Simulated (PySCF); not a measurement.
## How methods differ on the fine-structure interval of V⁴⁺

V⁴⁺ [Ar] 3d1 [3d3/2^1, M_J = 3/2] → V⁴⁺ [Ar] 3d1 [3d5/2^1, M_J = 5/2], as a difference of total energies. Computed with PySCF 2.14 in x2c-TZVPall-2c, with the two-component X2C-1e Hamiltonian. Correlated levels: [Ne] frozen. "Screened" scales the spin-orbit matrix elements by Boettger's factors to mimic the two-electron term; Breit and QED terms are absent.

```json
{"method": "GHF (screened spin-orbit)", "fine-structure interval (cm⁻¹)": "761.48"}
{"method": "GMP2 (screened spin-orbit)", "fine-structure interval (cm⁻¹)": "544.32"}
{"method": "GHF (bare spin-orbit)", "fine-structure interval (cm⁻¹)": "1280.2"}
```

GHF and GMP2 differ strongly here because the two determinants are spin-polarised to different degrees; the interval is a small difference of such terms.
